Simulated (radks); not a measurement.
Re23+, configuration [Kr] 4d10 4f6. All-electron calculation, Dirac Kohn-Sham, relativistic LDA (MacDonald-Vosko exchange, VWN5 correlation), spin-unpolarised, spherical densities, finite nucleus; open shells fill j = l - 1/2 first; Fermi nuclear charge, rms radius 5.3698 fm. Program: a radial shooting solver on a logarithmic mesh with Libxc functionals.

Radial electron density D(r) = 4 pi r^2 rho(r):

| r (bohr) | D(r) (e/bohr) |
|---|---|
| 0.0006681 | 4.391 |
| 0.0007532 | 5.306 |
| 0.0008561 | 6.480 |
| 0.0009653 | 7.800 |
| 0.001097 | 9.482 |
| 0.001237 | 11.36 |
| 0.001395 | 13.57 |
| 0.001585 | 16.34 |
| 0.001787 | 19.39 |
| 0.002031 | 23.16 |
| 0.00229 | 27.24 |
| 0.002582 | 31.89 |
| 0.002935 | 37.48 |
| 0.003309 | 43.33 |
| 0.003761 | 50.18 |
| 0.00424 | 57.12 |
| 0.004781 | 64.42 |
| 0.005434 | 72.45 |
| 0.006127 | 79.94 |
| 0.006963 | 87.56 |
| 0.007851 | 94.02 |
| 0.008852 | 99.43 |
| 0.01006 | 103.7 |
| 0.01134 | 105.9 |
| 0.01289 | 106.3 |
| 0.01454 | 104.9 |
| 0.01639 | 102.2 |
| 0.01863 | 98.64 |
| 0.021 | 95.69 |
| 0.02387 | 94.23 |
| 0.02691 | 95.49 |
| 0.03035 | 99.92 |
| 0.03449 | 108.0 |
| 0.03889 | 117.6 |
| 0.04384 | 127.3 |
| 0.04983 | 135.0 |
| 0.05618 | 137.5 |
| 0.06386 | 134.1 |
| 0.072 | 126.3 |
| 0.08118 | 116.8 |
| 0.09226 | 109.4 |
| 0.104 | 108.1 |
| 0.1182 | 113.4 |
| 0.1333 | 121.1 |
| 0.1503 | 125.8 |
| 0.1708 | 121.8 |
| 0.1926 | 108.1 |
| 0.2189 | 87.48 |
| 0.2468 | 70.13 |
| 0.2783 | 60.94 |
| 0.3163 | 61.36 |
| 0.3566 | 66.57 |
| 0.4053 | 69.43 |
| 0.457 | 64.74 |
| 0.5152 | 52.92 |
| 0.5856 | 36.52 |
| 0.6603 | 22.16 |
| 0.7504 | 10.98 |
| 0.8461 | 4.811 |
| 0.954 | 1.776 |
| 1.084 | 0.5005 |
| 1.222 | 0.1243 |
| 1.389 | 0.02206 |
| 1.567 | 0.003385 |

D(r) has 4 maxima, at r = 0.0124, 0.0557, 0.153, 0.402 bohr, and minima at 0.0241, 0.0999, 0.294 bohr, inside which lie 2.02, 11.12, 29.83 electrons.
